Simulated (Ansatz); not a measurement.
C3H9NSi, SMILES `CC(C)[Si]N`, one more setting.

```yaml
crystal:
  periodic: [false, false, false]
  atoms:
    - {symbol: C, position_ang: [-1.002827, -0.234749, 0.685941]}
    - {symbol: C, position_ang: [0.370379, 0.367399, 0.479651]}
    - {symbol: C, position_ang: [1.426531, -0.605409, 0.802723]}
    - {symbol: Si, position_ang: [0.794131, 1.113001, -1.216170]}
    - {symbol: N, position_ang: [-0.632092, 0.803762, -2.130607]}
    - {symbol: H, position_ang: [-1.209728, -0.593057, 1.716836]}
    - {symbol: H, position_ang: [-1.858157, 0.480165, 0.447480]}
    - {symbol: H, position_ang: [-1.186505, -1.125348, 0.030967]}
    - {symbol: H, position_ang: [0.442885, 1.258699, 1.147083]}
    - {symbol: H, position_ang: [1.385891, -1.524945, 0.257450]}
    - {symbol: H, position_ang: [2.420669, -0.193063, 0.700289]}
    - {symbol: H, position_ang: [1.301043, -0.904581, 1.894517]}
    - {symbol: H, position_ang: [-1.429131, 0.324569, -1.815636]}
    - {symbol: H, position_ang: [-0.691051, 1.005481, -3.086312]}
basis:
  gaussian: {orbitals: aug-cc-pVTZ, final_grid: {core_spheres: 20, valence_spheres: 16, degree: 47}}
hamiltonian: {xc: {name: wB97X-V}}
output: {forces: true}
```

```sh
$ ansatz run in.yaml --threads 4 --pin off --events-out ev --progress --plain --max-ram 10444MiB
```

Output, abridged:

```
Functional definition: wB97X-V
1718 factors; their error is unknown
698 factors; integrals over basis functions are off by at most 2.7e-5 eV
mean field evaluation 1: about -12613.4823 eV, gradient 7.2e1 eV
mean field evaluation 2: about -12615.0378 eV, gradient 6.7e1 eV
mean field evaluation 4: about -12624.5784 eV, gradient 3.1e0 eV
mean field evaluation 8: about -12624.6124 eV, gradient 6.0e-2 eV
mean field evaluation 16: about -12624.6054 eV, gradient 2.1e-4 eV
mean field -12624.60539032 eV, -463.9456908293 hartree, gradient 2.4e-5 eV, S^2 0.000000; 0 other end points of the search recorded, 0 dependent functions left out
reference -12624.60538683 eV, -463.9456907011 hartree; 24, 24 occupied and 417, 417 virtual orbitals, 1718 factors
Total energy: -12624.60538683 eV, -463.9456907011 hartree
Atom 0 at    -1.002827    -0.234749     0.685941 Å, force    -2.046166    -0.163043    -0.429113 eV/Å
Atom 1 at     0.370379     0.367399     0.479651 Å, force    -1.524000     1.322900    -0.292059 eV/Å
Atom 2 at     1.426531    -0.605409     0.802723 Å, force     0.862750    -0.757662     2.842679 eV/Å
Atom 3 at     0.794131     1.113001    -1.216170 Å, force    -0.022778     0.256844    -0.639624 eV/Å
Atom 4 at    -0.632092     0.803762    -2.130607 Å, force     1.253385     0.196965     1.076939 eV/Å
Atom 5 at    -1.209728    -0.593057     1.716836 Å, force     0.378097     0.227494    -0.324602 eV/Å
Atom 6 at    -1.858157     0.480165     0.447480 Å, force     1.054325    -0.635372     0.265999 eV/Å
Atom 7 at    -1.186505    -1.125348     0.030967 Å, force     0.302823     0.539723     0.357140 eV/Å
Atom 8 at     0.442885     1.258699     1.147083 Å, force     0.194817    -0.428921    -0.134098 eV/Å
Atom 9 at     1.385891    -1.524945     0.257450 Å, force    -0.172953    -0.604138    -0.697319 eV/Å
Atom 10 at     2.420669    -0.193063     0.700289 Å, force     0.473416     0.109652    -0.057560 eV/Å
Atom 11 at     1.301043    -0.904581     1.894517 Å, force     0.378629     0.168054    -1.062459 eV/Å
Atom 12 at    -1.429131     0.324569    -1.815636 Å, force    -1.125224    -0.663115     0.546835 eV/Å
Atom 13 at    -0.691051     1.005481    -3.086312 Å, force    -0.007122     0.430619    -1.452757 eV/Å
Dipole moment:    -0.358668    -0.175793     0.011249 e Å
```

Run time 23 s (4 threads of an Arm Neoverse V2 on a shared host); peak host memory 3 GiB.
